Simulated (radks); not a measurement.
Values are calculated unless marked as measured or tabulated.
How relativity changes the ionisation of neutral silicon ([Ne] 3s2 3p2) to Si+ ([Ne] 3s2 3p1). Spin-unpolarised spherical Kohn-Sham, PBE, point nucleus unless stated (finite: rms radius 3.1224 fm), a radial shooting solver on a logarithmic mesh with Libxc functionals. A level marked "c x" has the speed of light scaled by that factor and shares open shells by 2j + 1; other Dirac levels either fill j = l - 1/2 first or share by 2j + 1.

level                               E(Si) (hartree)  E(Si+) (hartree)  IE (eV)   HOMO  <r> HOMO (bohr)
non-rel.                                 -289.20275        -288.91791    7.751     3p            2.794
scalar-rel.                              -289.83684        -289.55240    7.740     3p            2.795
scalar-rel., finite nucleus              -289.83665        -289.55220    7.740     3p            2.795
Dirac, 2j+1 shares                       -289.83722        -289.55277    7.740  3p3/2            2.798
Dirac, low j first                       -289.83876        -289.55378    7.755  3p1/2            2.791
Dirac, 2j+1 shares, finite nucleus       -289.83702        -289.55258    7.740  3p3/2            2.798
Dirac, c x 0.85                          -290.08266        -289.79837    7.736  3p3/2            2.800
Dirac, c x 1.25                          -289.60805        -289.32347    7.744  3p3/2            2.797
Dirac, c x 3                             -289.27293        -288.98813    7.750  3p3/2            2.795

NIST Atomic Spectra Database: 8.152 eV (measured). The relativistic part of the total energy of Si is -0.6343 hartree (Dirac, 2j+1 shares, finite nucleus), 0.22 % of the non-relativistic value. Spin polarisation and multiplet splitting of open shells are left out at every level.

Beside tabulated values, note that spin-unpolarised runs miss the spin-polarisation part of the exchange energy of open shells.
